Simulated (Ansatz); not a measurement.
One change: `[F][AlH][S][SiH3]` becomes `[AlH2][S][SiH3]`.

Ansatz, PBE0-D4/def2-TZVP geometries, multiplicity 1. Each molecule was computed in one conformer, which needn't be the lowest.

| property | `[F][AlH][S][SiH3]` |
| --- | --- |
| HOMO–LUMO gap (PBE0/def2-TZVPP) / eV | 6.91 |
| LUMO energy (PBE/def2-TZVPP) / eV | -1.84 |
| HOMO–LUMO gap (PBE/def2-TZVPP) / eV | 4.99 |
| HOMO–LUMO gap (B3LYP/def2-TZVPP) / eV | 6.45 |
| LUMO energy (ωB97M-V/def2-TZVPP) / eV | 0.52 |
| size of the dipole moment (PBE/def2-TZVPP) / D | 1.86 |

Problem. Give the same properties after the change, and the shifts. (An estimate is asked.)

Solution. Ansatz gave: 
| property | `[AlH2][S][SiH3]` | shift |
| --- | --- | --- |
| HOMO–LUMO gap (PBE0/def2-TZVPP) / eV | 6.19 | -0.72 |
| LUMO energy (PBE/def2-TZVPP) / eV | -2.34 | -0.50 |
| HOMO–LUMO gap (PBE/def2-TZVPP) / eV | 4.30 | -0.69 |
| HOMO–LUMO gap (B3LYP/def2-TZVPP) / eV | 5.76 | -0.69 |
| LUMO energy (ωB97M-V/def2-TZVPP) / eV | 0.04 | -0.48 |
| size of the dipole moment (PBE/def2-TZVPP) / D | 0.74 | -1.12 |

With PBE0 the HOMO rises by 0.22 eV and the LUMO falls by 0.49 eV, so the gap narrows by about 0.71 eV. PBE moves the HOMO by 0.19 eV and ωB97M-V by 0.22 eV. Dipoles are sizes alone; their direction can turn.

B3LYP here is the variant with VWN-RPA as its local correlation; programs differ in this.
